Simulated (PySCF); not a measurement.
B(vinyl)(OMe)(NH2) (C₃H₈BNO), SMILES C(=C)B(OC)N. Atoms are numbered in the order given.

```xyz
14

B     -0.4117    -0.0324     0.0000
C     -0.3720    -1.5992     0.0000
C      0.7728    -2.2924     0.0000
H     -1.3140    -2.1647     0.0000
H      0.8023    -3.3875     0.0000
H      1.7366    -1.7717     0.0000
O      0.7907     0.6295     0.0000
C      0.8626     2.0211     0.0000
H      0.3858     2.4631    -0.8952
H      1.9206     2.3227     0.0000
H      0.3858     2.4631     0.8952
N     -1.6429     0.6565     0.0000
H     -2.5257     0.1665     0.0000
H     -1.7389     1.6620     0.0000
```

The structure is a stationary point at PBE0-D3(BJ)/def2-SVP. One conformer was computed; it need not be the lowest.

Method: PySCF with PBE/pcSseg-1.

GIAO shieldings, no solvent; atoms listed in one row are averaged. δ = σ(ref) − σ: ¹¹B against BF3 (σ = 83.9 ppm); ¹³C against TMS (σ = 182.0 ppm); ¹H against TMS (σ = 31.49 ppm); ¹⁷O against H2O (σ = 334.3 ppm); ¹⁵N against NH3 (σ = 267.0 ppm), references at their B3LYP-D3(BJ)/def2-TZVP geometries, non-relativistic.

```
nucleus         atoms  count  δ (ppm)
-------  ------------  -----  -------
¹¹B                B1      1     12.6
¹³C                C2      1    142.3
¹³C                C3      1    141.1
¹³C                C8      1     54.0
¹H                 H6      1     6.68
¹H                 H5      1     6.30
¹H                 H4      1     6.21
¹H       H9, H10, H11      3     3.96
¹H           H13, H14      2     2.75
¹⁷O                O7      1     87.5
¹⁵N               N12      1     79.0
```
